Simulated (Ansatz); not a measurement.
The same path of ClH$_{3}$OSn (6 atoms, charge 0, multiplicity 1) was run twice with different band settings. Lost on the way: Sn1–H4. Made: O2–H4.

All numbers below come from RKS B3LYP-D4/def2-SVP (Ansatz 0.2.0).

Relaxed end points:

```xyz
6
Properties=species:S:1:pos:R:3
Sn 0.398 -0.076 0.021
O 0.743 -0.117 1.977
H -0.068 -0.096 2.505
H 1.947 0.099 -0.672
Cl -0.883 1.867 -0.440
H -0.563 -1.412 -0.464
```

```xyz
6
Properties=species:S:1:pos:R:3
Sn 0.456 0.414 -1.018
O 1.206 0.012 1.271
H 0.450 0.528 1.627
H 1.013 -0.906 1.521
Cl -1.307 1.464 0.398
H -0.243 -1.247 -0.872
```

Common settings: movable images 5; climbing image yes; spring 5.0 eV/Å²; optimiser quadratic models (default); force threshold 0.05 eV/Å; iteration limit 60; end points relaxed.

| run | start path |
| --- | --- |
| 1 | through a guess of the saddle point |
| 2 | straight line |

(1) What does each run give, and how far can it be trusted?

Answers

(1) Run 1: converged after 20 iterations, highest image 1.916 eV above the first end. Neighbouring images differ by up to 2.2 eV, so the band resolves the path poorly. A vibrational analysis at the climbing image gives one clearly imaginary mode, 1238i cm⁻¹: a first-order saddle point.
Run 2: converged after 18 iterations, highest image 1.915 eV above the first end. Neighbouring images differ by up to 2.2 eV, so the band resolves the path poorly. Another band between the same ends (5 images) ends at a top of the same energy, where a vibrational analysis finds 1 clearly imaginary mode.
The orbitals stay closed-shell, which can raise the energy where a bond breaks towards radicals; this wasn't checked here.
